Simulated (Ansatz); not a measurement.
Task: Predict a relaxed structure of Si5H2, charge 0, singlet, at B3LYP-D4/def2-SVP (Ansatz).

Result: 
Cartesian coordinates in Å:
```
Si 0.3693 -0.1128 -1.4830
Si 1.6665 0.3765 0.3863
Si -0.5424 -1.6656 -0.0083
Si -0.3693 0.1128 1.4830
Si -1.1242 1.2891 -0.3781
H 0.7265 -0.2223 -2.9174
H -0.7265 0.2223 2.9174
```
Point group D3h (tolerance 0.1 Å). This is one stationary point.

The restricted singlet is unstable towards broken spin symmetry in Hartree–Fock (as tested in another run); at B3LYP-D4/def2-SVP this wasn't settled. Another isomer (singlet) lies 0.08 eV lower at PBE0-D4/def2-TZVP; other spin states weren't run for this one.
